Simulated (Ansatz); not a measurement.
Reaction (formal exchange of groups at the Al–N bond): `[CH3][AlH][NH][AlH2]` + `C/C=C/I` → `[CH3][AlH]/[CH]=C/I` + `C[NH][AlH2]`

Isolated molecules relaxed with PBE0-D4/def2-TZVP in Ansatz; ΔE leaves out vibrations. CCSD(T)/CBS is the MP2 limit (def2-TZVPP, def2-QZVPP) plus CCSD(T) − MP2 in def2-TZVPP, frozen cores. Double bonds are as drawn, so ΔE can hold a change between cis and trans. DFT in def2-TZVPP. B3LYP here is the variant with VWN-RPA as its local correlation; programs differ in this. Elements past krypton have def2 core potentials. For I outer-core shells are correlated without core-valence functions, which leaves a few kJ/mol of doubt a bond. Each species was taken in one conformer, which may not be the lowest.

Task: Is it downhill or uphill in electronic energy at CCSD(T)/CBS, and by how much? (Estimate.)

Result: The calculation gave: Uphill: ΔE = +134.9 kJ/mol.

Task: What do these levels give: PBE-D4, r2SCAN-D4, PBE0-D4, B3LYP-D4, ωB97X-V, PBE, B3LYP, HF/def2-TZVPP, CCSD(T)/def2-TZVPP, HF/def2-QZVPP, HF/CBS(def2), MP2/CBS(def2)? (An estimate is asked.)

Result: Ansatz gave: PBE-D4 122.8, r2SCAN-D4 131.4, PBE0-D4 128.6, B3LYP-D4 128.8, ωB97X-V 132.8, PBE 121.9, B3LYP 127.4, HF/def2-TZVPP 135.5, CCSD(T)/def2-TZVPP 134.8, HF/def2-QZVPP 136.1, HF/CBS(def2) 136.2, MP2/CBS(def2) 138.0 kJ/mol.

Largest T1 diagnostic among the species: 0.012.

From PBE to PBE0 (25 % exact exchange), in def2-TZVPP and without D4, ΔE moves by +5.9 kJ/mol.
